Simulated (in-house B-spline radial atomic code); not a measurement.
S⁴⁺. Computed with a B-spline radial atomic code. Model: all-electron spherical atom, spin shells full or empty, radial basis limit, no spin-orbit coupling, Breit or QED, empty-state partial waves extrapolated as (l+1/2)^-4, RPA, G0W0 and static COHSEX of the highest shell as one setting changes (uncorrelated shells keep exact exchange).

Given: element S; charge 4; filled core Ne; hamiltonian non-relativistic; mean-field start HSE06; highest l of empty states 9; highest mean-field shell 3s.

Shell: 3s 1 1 (electrons up and down).

```tsv
lowest nl shells left uncorrelated	RPA correlation energy (hartree)	G0W0 level (eV)	G0W0 minus most complete (meV)	COHSEX level (eV)	removal by RPA minus most complete (meV)
0	-0.73137	-72.844	0	-75.326	0
1	?	?	?	?	?
2	?	?	?	?	?
3	-0.097424	-72.536	308.1	-74.882	-336.4
```

(1) What follows for lowest nl shells left uncorrelated = 1?

(2) What follows for lowest nl shells left uncorrelated = 2?

## Answers

(1) RPA correlation energy -0.60442 hartree; G0W0 level -72.84 eV; G0W0 minus most complete 3.8 meV; COHSEX level -75.316 eV; removal by RPA minus most complete -0.6 meV.

(2) RPA correlation energy -0.4602 hartree; G0W0 level -72.885 eV; G0W0 minus most complete -41.8 meV; COHSEX level -75.395 eV; removal by RPA minus most complete 31.1 meV.
